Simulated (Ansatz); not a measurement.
A nudged elastic band was laid between two geometries of CH4 + Cl3In (9 atoms, charge 0, multiplicity 1).

These are results of RKS PBE0-D4/def2-SVP (Ansatz), not measurements.

| Item | Value |
| --- | --- |
| movable images | 9 |
| climbing image | yes |
| spring | 5.0 eV/Å² |
| optimiser | quadratic models (default) |
| start path | through a guess of the saddle point |
| force threshold | 0.03 eV/Å |
| iteration limit | 42 |
| end points | relaxed |

Initial state:

```xyz
9
Properties=species:S:1:pos:R:3
In -0.604 -0.104 -1.465
Cl 0.891 1.430 -2.376
Cl -0.134 -2.380 -1.584
Cl -2.718 0.610 -0.804
H 1.081 0.702 0.522
C 0.507 0.082 1.228
H 0.883 0.307 2.235
H -0.563 0.340 1.218
H 0.656 -0.987 1.025
```

Final state:

```xyz
9
Properties=species:S:1:pos:R:3
In -0.343 -0.551 -0.447
Cl 1.047 1.599 -1.722
Cl 0.065 -2.303 -1.952
Cl -2.149 0.808 -1.291
H -0.252 1.769 -1.873
C 0.322 -0.355 1.570
H 1.415 -0.246 1.567
H -0.146 0.533 2.014
H 0.041 -1.254 2.135
```

Q: Which bonds break or form, and what moves?

A: Bonds broken: H5–C6. Bonds formed: Cl2–H5. CH4 + Cl3In becomes CH4Cl3In.

Q: Give the energies along the band, and the barrier.

A: The run converged. The highest image is number 4 of 0 to 10, 1.78 eV above the first end and 0.89 eV above the last; the last end lies 0.89 eV above the first. A vibrational analysis at the climbing image gives one clearly imaginary mode, 1096i cm⁻¹: a first-order saddle point. The orbitals stay closed-shell, which can raise the energy where a bond breaks towards radicals; this wasn't checked here.

```
image  path coordinate (Å)  energy (eV)  H5–C6 (Å)  Cl2–H5 (Å)
    0                 0.00         0.00       1.10        2.99
    1                 0.55         0.02       1.10        2.79
    2                 1.10         0.16       1.10        2.42
    3                 1.65         0.81       1.16        2.02
    4                 2.20         1.78       1.53        1.53
    5                 2.97         1.30       2.26        1.30
    6                 3.74         1.13       2.98        1.29
    7                 4.51         1.10       3.47        1.29
    8                 5.28         1.06       3.82        1.29
    9                 6.05         0.95       3.96        1.30
   10                 6.82         0.89       4.09        1.32
```

Q: What is the geometry of the highest image?

A: 
```xyz
9
Properties=species:S:1:pos:R:3
In -0.673 -0.363 -0.922
Cl 1.188 1.384 -1.473
Cl -0.168 -2.417 -1.904
Cl -2.784 0.594 -1.176
H 0.891 0.790 -0.093
C 0.317 0.016 1.095
H 1.179 0.635 1.413
H -0.538 0.376 1.687
H 0.587 -1.014 1.373
```

Q: What are the harmonic wavenumbers there?

A: 1096i, 66, 90, 94, 101, 105, 230, 343, 371, 397, 468, 512, 783, 1030, 1140, 1311, 1399, 1520, 3040, 3131, 3196 cm⁻¹.

The band took 26 iterations and roughly 25 core-minutes.

The run took 13 min on 2 threads of Arm Neoverse V2, on a shared host, peak memory 0.33 GiB.
